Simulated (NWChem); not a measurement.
CH3Cl3Si; SMILES C[Si](Cl)(Cl)Cl

Results from NWChem. Pople sets run with spherical d functions. Structure relaxed at the PBE0/def2-SVP level.

**Question.** Taking B3LYP/aug-cc-pVTZ as the yardstick, which of these has the fewest basis functions while keeping “dipole (D)” within 0.2 D of it: B3LYP/def2-SVP; B3LYP/6-31+G*; B3LYP/def2-TZVP; B3LYP/6-31G*; B3LYP/6-311++G**; B3LYP/STO-3G; B3LYP/3-21G; B3LYP/def2-SVPD?

**Answer.** B3LYP/def2-SVP (a larger set in the list lies outside the tolerance).
| level | basis functions | dipole (D) |
|---|---|---|
| B3LYP/STO-3G | 44 | 2.94 |
| B3LYP/3-21G | 67 | 3.05 |
| B3LYP/6-31G* | 92 | 2.41 |
| B3LYP/def2-SVP | 101 | 2.01 |
| B3LYP/6-31+G* | 112 | 2.31 |
| B3LYP/def2-SVPD | 149 | 2.08 |
| B3LYP/6-311++G** | 163 | 2.30 |
| B3LYP/def2-TZVP | 197 | 1.99 |
| B3LYP/aug-cc-pVTZ | 315 | 2.03 |

The yardstick is one finite set, not the basis-set limit.
